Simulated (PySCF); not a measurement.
Working out the ionisation energy of Te²⁺

Te²⁺ [Kr] 4d10 5s2 5p2 (3P) → Te³⁺ [Kr] 4d10 5s2 5p1 (2P). All numbers are calculated (PySCF 2.14, the spin-free X2C one-electron Hamiltonian (Gaussian nucleus), in x2c-QZVPPall (13s9p7d4f1g, 112 functions)). Frozen: [Ar] 3d10. Energies in hartree (1 hartree = 27.21139 eV):

```tsv
part	Te²⁺ (lower)	Te³⁺ (upper)
UHF	-6789.986291	-6788.995429
MP2 opposite-spin	-0.469902	-0.458194
MP2 same-spin	-0.251226	-0.240361
```

Q: What does Hartree-Fock give?

A: (-6788.995429) − (-6789.986291) = 0.990862 hartree = 26.963 eV.

Q: What do MP2 and SCS-MP2 (6/5 opposite-spin, 1/3 same-spin) give?

A: The opposite-spin parts differ by 0.319 eV and the same-spin parts by 0.296 eV. MP2: 26.963 + (0.319) + (0.296) = 27.578 eV. SCS-MP2: 26.963 + 1.2 × (0.319) + (0.296)/3 = 27.444 eV.

A first-order spin-orbit estimate adds -0.074 eV to MP2 (valence and next inner shell), giving 27.504 eV against 27.84 ± 0.04 eV (measured; NIST Atomic Spectra Database, ionization energies).

What remains against the reference includes basis incompleteness, the frozen core and correlation beyond second order.
